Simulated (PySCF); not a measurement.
H6O4SnTi, SMILES [OH][Ti]([OH])([OH])[O][SnH3], multiplicity 1.

Coordinates come from a B3LYP-D3(BJ)/def2-SVP optimisation. The spin state was assumed, not searched. The def2 effective core potentials stand for the cores of Sn; spin–orbit coupling is left out. The values are those of a single conformer.

Level of theory: TDA-PBE/def2-SVPD run with PySCF.

Vertical excitations. Isolated molecule, no solvent.

Computed UV-visible absorptions:
| state | energy (eV) | λ (nm) | f | main pairs |
|---|---|---|---|---|
| S1 | 4.93 | 252 | 0.001 | HOMO→LUMO 96 % |
| S2 | 5.05 | 246 | 0.001 | HOMO−1→LUMO 81 % |
| S3 | 5.20 | 238 | 0.021 | HOMO→LUMO+1 67 % |
| S4 | 5.26 | 236 | 0.004 | HOMO−2→LUMO+1 38 %, HOMO−2→LUMO 34 %, HOMO−1→LUMO+1 19 % |
| S5 | 5.32 | 233 | 0.028 | HOMO−2→LUMO 40 %, HOMO−1→LUMO+1 24 %, HOMO→LUMO+1 10 %, HOMO−2→LUMO+1 7 % |
| S6 | 5.38 | 230 | 0.006 | HOMO−2→LUMO+1 41 %, HOMO−1→LUMO+1 35 % |
| T1 | 4.78 | 260 | 0 | HOMO→LUMO 97 % |
| T2 | 4.86 | 255 | 0 | HOMO→LUMO+1 79 %, HOMO−1→LUMO 18 % |
Triplets are in the Tamm–Dancoff approximation.
